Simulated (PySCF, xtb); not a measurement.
(1S)-1-bromo-1-chloroethane (C₂H₄BrCl), SMILES C[C@@H](Cl)Br.

GFN2-xTB (xtb 6.7.1) at its own geometry gives an orbital gap of 4.76 eV and a dipole moment of 3.54 D.

Geometry optimised at PBE0-D3(BJ)/def2-SVP.

What does CAM-B3LYP/def2-TZVP (PySCF) give? (The exact figures need the calculation; the answer reports its results.)

gap 10.07 eV (levels -9.52 and 0.55 eV), dipole 2.03 D.
